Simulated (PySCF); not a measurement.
[II2]- (charge -1).
Structure used (PBE0-D3(BJ)/def2-SVP), in Å, numbered top down from 1:
```xyz
3
I3 angstrom
I     -0.003   -0.002    0.000
I     -0.019   -0.024    2.964
I      0.021    0.026   -2.965
```

Theory: TDDFT PBE0/def2-SVPD, vertical, gas phase, core orbitals frozen in the response, def2 core potentials past Kr (PySCF). Spin–orbit coupling is left out.

Transition dipole moments from the ground state, in atomic units and in the frame of the coordinates above (overall signs are arbitrary), for the states with f of 0.002 or more among the lowest 7:

```csv
state,E (eV),μx,μy,μz
S3,3.122,-0.176,-0.097,-0.002
S4,3.122,0.097,-0.176,-0.001
S7,4.325,0.027,0.034,-3.956
```

Work out the oscillator strengths.

f = (2/3) ΔE |μ|² with ΔE in hartree (27.2114 eV).

```tsv
state	|μ|² (au)	|μ| (D)	f
S3	0.040	0.51	0.003
S4	0.040	0.51	0.003
S7	15.649	10.05	1.658
```

What is the point group, and which symmetry does each of these states have?

D∞h. From a totally symmetric ground state, an allowed state transforms like the component of the dipole operator along its μ. Polarised along the molecular axis, so Σu+: S7. Polarised across the molecular axis, so Πu: S3 and S4.

How is the summed strength of these states shared among x, y and z?

(2/3) Σ ΔE μα² gives 0.003 for x, 0.003 for y and 1.658 for z, 1.664 in all.

What peak molar absorption coefficient would the strongest computed level give as a lone Gaussian band 0.5 eV wide at half height?

ε(max) = 2.175×10⁸ f / FWHM, with the width in cm⁻¹. S7: 2.175×10⁸ × 1.6581 / 4033 ≈ 89000 L mol⁻¹ cm⁻¹.

S3/S4 coincide within about 0.01 eV; within a degenerate level the directions of the single components are arbitrary.

No detachment energy is given for this anion; states above it aren't bound, and a finite basis only mimics them.
